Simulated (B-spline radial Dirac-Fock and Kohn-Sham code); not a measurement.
What relativity does to the binding energies of Tc⁶⁺

System: Tc⁶⁺, [Kr] 4d1.

Both columns are ΔSCF binding energies of the configuration average from a B-spline atomic structure program: non-relativistic Hartree-Fock with a point nucleus, and Dirac-Fock with a finite nucleus and the Coulomb interaction alone, averaged over the two j levels with weights 2j+1.

```csv
shell,Hartree-Fock (eV),Dirac-Fock (eV),shift (eV),shift (%)
1s,20662.0,21206.7,+544.70,+2.64
2s,3030.5,3159.4,+128.91,+4.25
2p,2792.0,2826.5,+34.45,+1.23
3s,626.7,651.5,+24.82,+3.96
3p,533.1,539.7,+6.58,+1.23
3d,361.7,357.3,-4.48,-1.24
4s,164.5,168.9,+4.39,+2.67
4p,132.3,133.2,+0.87,+0.66
4d,88.45,87.66,-0.80,-0.90
```

Relativity binds 1s, 2s, 2p, 3s, 3p, 4s, 4p more strongly, among those listed most of all 2s in relative terms, and 3d, 4d more weakly, because the contracted s and p shells screen the nucleus better.

Values without a named source are computed, but for edge energies of neutral atoms, which are taken from tables.
